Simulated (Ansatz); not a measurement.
Total energies of BiTe₂ from Ansatz at PBE-D4/def2-TZVP, gas phase (1 Eh = 27.2114 eV = 2625.5 kJ/mol). The reference geometry is relaxed at B3LYP-D4/def2-SVP.

```xyz
3

Bi   -0.4871    1.5833    0.1671
Te    1.5337   -0.4440    0.3835
Te   -1.0466   -1.1393   -0.5506
```

```tsv
state	geometry	energy (Eh)
charge 0 doublet	reference	-750.79806
charge 1 triplet	reference	-750.53432
charge 0 quartet	relaxed at B3LYP-D4/def2-SVP	-750.76504
free Bi atom (quartet)	–	-214.63705
free Te atom (triplet)	–	-267.97310
```

In the def2 sets Bi, Te take a core potential; there is no spin–orbit coupling.

Task: Work out the vertical ionisation energy to the triplet.

Result: E(charge 1 triplet) − E(charge 0 doublet) = -750.53432 − (-750.79806) = 0.26374 Eh = 7.18 eV. For comparison, −ε of the highest occupied level of the spin that leaves is 4.66 eV at this level, 2.52 eV less.

Task: Which of the charge 0 states is lowest, and how far above it are the others?

Result: The doublet. quartet: -750.76504 − (-750.79806) = 0.03302 Eh = 86.7 kJ/mol.

Task: What is the binding energy per atom against free atoms?

Result: Atoms: 1 × (-214.63705) + 2 × (-267.97310) = -750.58325 Eh. Binding: -750.58325 − (-750.79806) = 0.21481 Eh = 5.85 eV, or 1.95 eV for each of 3 atoms (no zero-point energy, no counterpoise term).

The structure comes from a short search, and lower isomers may exist.
